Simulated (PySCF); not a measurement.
# Polarisability and C₆ of H (hydrogen, neutral)

1s1, 2S determinant. Calculation: PySCF 2.14, in def2-QZVPPD (4s4p2d1f, 33 functions); the non-relativistic Hamiltonian (point nucleus). Coupled (time-dependent) response in atomic units; α is the mean over directions.

| method | mean α (bohr³) | C₆ (like pair) | S(−4) |
| --- | --- | --- | --- |
| UHF | 4.484 | 6.467 | 26.08 |

S(−4) is the Cauchy moment in α(ω) = α(0) + S(−4) ω² + …

Reference α: 4.507 bohr³ (recommended; Schwerdtfeger and Nagle, table of static dipole polarizabilities (2023 update)). Published C₆: 6.499 (Chu and Dalgarno (2004); Tang, Norbeck and Certain (1976)).

α(iu) at UHF:

```tsv
u (hartree)	α(iu) (bohr³)
0	4.484
0.0500	4.420
0.100	4.238
0.200	3.647
0.300	2.972
0.500	1.899
0.750	1.141
1.00	0.7424
1.50	0.3774
2.00	0.2251
3.00	0.1052
5.00	0.03910
```

A single London oscillator, α(iu) = α/(1 + u²/ω²), gives C₆ = (3/4) ω α². Matching the computed C₆ needs ω = 4 × 6.467 / (3 × 4.484²) = 0.429 hartree.

For a non-relativistic one-electron ion the exact value is 9/(2Z⁴) = 4.500 bohr³; Hartree-Fock is exact here up to the basis.
